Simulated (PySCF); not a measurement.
NICS in rings of unrelated molecules.

Definitions: NICS(0) = −σiso at the ring centroid; NICS(1) = −σiso and NICS(1)zz = −σzz at ±1 Å along the ring normal z. Level: GIAO PBE0/pcSseg-1 (PySCF, non-relativistic, gas phase) on the GFN2-xTB geometries, one conformer each. Atom numbers follow the mapped SMILES.

Question: Order these rings by mean NICS(1)zz, lowest (most negative) first (ppm).
A. ring C4–S5–C6–N7–C8 in `[CH2:1]=[C:2]([Cl:3])[c:4]1[s:5][cH:6][n:7][c:8]1[S:9][CH3:10]`
B. ring C5–C6–P7 in `[F:1][C:2]([F:3])([F:4])[C:5]1=[CH:6][P:7]1[c:8]1[cH:9][cH:10][cH:11][o:12]1`
C. ring C5–C6–C7–C8–C9–C10 in `[F:1][CH:2]([F:3])[S:4][c:5]1[cH:6][cH:7][cH:8][cH:9][cH:10]1`
D. ring C3–C4–C5–C6–O9 in `[O:1]=[CH:2][C:3]1=[CH:4][CH2:5][C:6]([F:7])([F:8])[O:9]1`
E. ring Si2–C5–Si6–C7 in `[CH3:1][Si:2]1([S:3][SiH3:4])[CH2:5][SiH2:6][CH2:7]1`
F. ring C7–C8–C9 in `[CH3:1][CH2:2][Si@@H:3]([S:4][SiH2:5][NH2:6])[CH:7]1[CH2:8][CH2:9]1`

Answer: C (-26.8), F (-24.8), A (-19.9), B (-17.3), D (-2.7), E (5.0).

```tsv
SMILES	ring	NICS(0)	NICS(1)	NICS(1)zz	HOMA	rms pucker (Å)	ring atoms with four or more neighbours
FC(F)Sc1ccccc1	6-membered carbocycle; formal bonds all aromatic	-8.3	-10.7	-26.8	1.00	0.00	0
CC[Si@@H](S[SiH2]N)C1CC1	3-membered carbocycle; formal bonds all single	-44.8	-8.3	-24.8	–	0.00	3
C=C(Cl)c1scnc1SC	5-membered ring with N and S; formal bonds all aromatic	-9.4	-9.8	-19.9	0.80	0.00	0
FC(F)(F)C1=CP1c1ccco1	3-membered ring with P; formal bonds 1 double, 2 single	-24.1	-6.8	-17.3	-1.16	0.00	0
O=CC1=CCC(F)(F)O1	5-membered ring with O; formal bonds 1 double, 4 single	-4.0	-2.8	-2.7	–	0.00	2
C[Si]1(S[SiH3])C[SiH2]C1	4-membered ring with 2 Si; formal bonds all single	0.2	-1.1	5.0	–	0.00	4
```

NICS(0) gives another order. The isotropic NICS(1) gives another order. HOMA uses Krygowski's 1993 parameters; it is left out where a ring has a four-coordinate atom, a triple bond, no multiple bond or a kind of bond without parameters. NICS(1) and NICS(1)zz are means over the two faces.
